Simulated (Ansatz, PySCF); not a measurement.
Molecule: sum formula CaO2H2, charge 0, multiplicity 1. 
Structure (B3LYP-D3(BJ)/def2-TZVP (Ansatz, a quantum-chemistry and plane-wave program) minimum search):
```xyz
5

Ca     0.0000     0.0000     0.0000
O      0.0000     0.0000     2.0388
O      0.0000     0.0000    -2.0388
H      0.0000     0.0000     2.9939
H      0.0000     0.0000    -2.9939
```

Wanted: vertical ionisation energy (to the doublet state of charge +1; each state is the SCF solution reached for its spin), in eV. Cores are frozen in the correlated levels unless marked. Open shells are spin-unrestricted. No spin-orbit coupling. Frozen are the shells of the preceding noble gas and the d and f shells that filled before the atom's block. The outer core of K, Ca and their heavier congeners is not correlated, a term that matters for these elements. No relativistic terms. 

| level | program | vertical ionisation energy (eV) |
|---|---|---|
| SVWN5/def2-TZVPD | Ansatz | 9.15 |
| PBE/def2-TZVPD | Ansatz | 8.84 |
| r2SCAN/def2-TZVPD | Ansatz | 8.88 |
| B3LYP/def2-TZVPD | Ansatz | 9.23 |
| PBE0/def2-TZVPD | Ansatz | 9.20 |
| BHLYP/def2-TZVPD | Ansatz | 9.49 |
| CAM-B3LYP/def2-TZVPD | Ansatz | 9.68 |
| wB97M-V/def2-TZVPD | Ansatz | 9.81 |
| wB97X-V/def2-TZVPD | Ansatz | 9.80 |
| CCSD/def2-SVPD | Ansatz | 9.80 |
| CCSD/def2-TZVPPD | Ansatz | 9.79 |
| CCSD(T)/def2-SVPD | Ansatz | 9.87 |
| CCSD(T)/def2-TZVPPD | Ansatz | 9.91 |

For comparison, minus the highest occupied orbital energy (PySCF): 8.06 eV at MN15/def2-TZVPD, 7.31 eV at PW6B95/def2-TZVPD, 5.69 eV at M06-L/def2-TZVPD.
